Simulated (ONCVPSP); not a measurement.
## u(r) = r·R(r): atom against pseudo-atom (silver)

Columns: radius, all-electron u(r) and pseudo u(r) of the 4p shell (level -62.65 eV) of silver in the configuration [Ar] 3d10 4s2 4p6 4d10 5s0.5; LDA (Perdew-Wang 92), scalar-relativistic, ONCV scheme, ONCVPSP 4.0.1.

```json
{"r (bohr)": "0.072", "all-electron": "0.4045", "pseudo": "0.0170"}
{"r (bohr)": "0.145", "all-electron": "-0.0467", "pseudo": "0.0680"}
{"r (bohr)": "0.217", "all-electron": "-0.5177", "pseudo": "0.1494"}
{"r (bohr)": "0.290", "all-electron": "-0.6095", "pseudo": "0.2593"}
{"r (bohr)": "0.362", "all-electron": "-0.3986", "pseudo": "0.3881"}
{"r (bohr)": "0.435", "all-electron": "-0.0446", "pseudo": "0.5312"}
{"r (bohr)": "0.507", "all-electron": "0.3203", "pseudo": "0.6747"}
{"r (bohr)": "0.580", "all-electron": "0.6381", "pseudo": "0.8123"}
{"r (bohr)": "0.652", "all-electron": "0.8733", "pseudo": "0.9297"}
{"r (bohr)": "0.725", "all-electron": "1.0303", "pseudo": "1.0220"}
{"r (bohr)": "0.798", "all-electron": "1.1149", "pseudo": "1.0817"}
{"r (bohr)": "0.870", "all-electron": "1.1414", "pseudo": "1.1069"}
{"r (bohr)": "0.942", "all-electron": "1.1259", "pseudo": "1.1003"}
{"r (bohr)": "1.015", "all-electron": "1.0803", "pseudo": "1.0655"}
{"r (bohr)": "1.088", "all-electron": "1.0154", "pseudo": "1.0088"}
{"r (bohr)": "1.160", "all-electron": "0.9406", "pseudo": "0.9384"}
{"r (bohr)": "1.232", "all-electron": "0.8611", "pseudo": "0.8606"}
{"r (bohr)": "1.305", "all-electron": "0.7799", "pseudo": "0.7797"}
{"r (bohr)": "1.378", "all-electron": "0.7008", "pseudo": "0.7007"}
{"r (bohr)": "1.450", "all-electron": "0.6269", "pseudo": "0.6268"}
{"r (bohr)": "1.522", "all-electron": "0.5580", "pseudo": "0.5579"}
{"r (bohr)": "1.595", "all-electron": "0.4938", "pseudo": "0.4937"}
{"r (bohr)": "1.668", "all-electron": "0.4355", "pseudo": "0.4354"}
{"r (bohr)": "1.740", "all-electron": "0.3835", "pseudo": "0.3835"}
{"r (bohr)": "1.812", "all-electron": "0.3370", "pseudo": "0.3369"}
{"r (bohr)": "1.885", "all-electron": "0.2949", "pseudo": "0.2949"}
```

Task: How many radial nodes do the two functions have?

Result: The all-electron 4p function has n − l − 1 = 2; the pseudo-wave has 0, since the states of the same l below it are removed with the core.

Task: At about which radius was the pseudo-wave matched?

Result: 1.45 bohr. The columns agree to 0.0005 from 1.23 bohr on; several derivatives are matched, so the curves merge somewhat inside the radius.

Task: Is the pseudo-wave norm-conserving?

Result: Yes: the ONCV scheme keeps the norm inside the radius equal to the all-electron one, which fixes the energy derivative of the logarithmic derivative at the level.
